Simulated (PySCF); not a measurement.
A calculated (B3LYP, PySCF 2.14, 6-31G*, the non-relativistic Hamiltonian (point nucleus)) atom or ion has these occupied shells.

```
shell  electrons  orbital energy (eV)  rms radius, mean of both spins (bohr)
 1s α          1              -4407.8                                 0.0852
 1s β          1              -4407.8                                 0.0852
 2s α          1              -487.44                                  0.375
 2s β          1              -487.17                                  0.375
 2p α          3              -403.70                                  0.342
 2p β          3              -403.48                                  0.342
 3s α          1              -65.317                                   1.16
 3s β          1              -64.315                                   1.16
 3p α          3              -43.305                                   1.27
 3p β          3              -42.262                                   1.27
 3d α          1              -12.084                                   1.82
 4s α          1              -10.656                                   3.62
```

Question: Name the element and its charge.

Answer: Sc⁺ (scandium, charge +1), in [Ar] 3d1 4s1, high-spin 3D determinant.
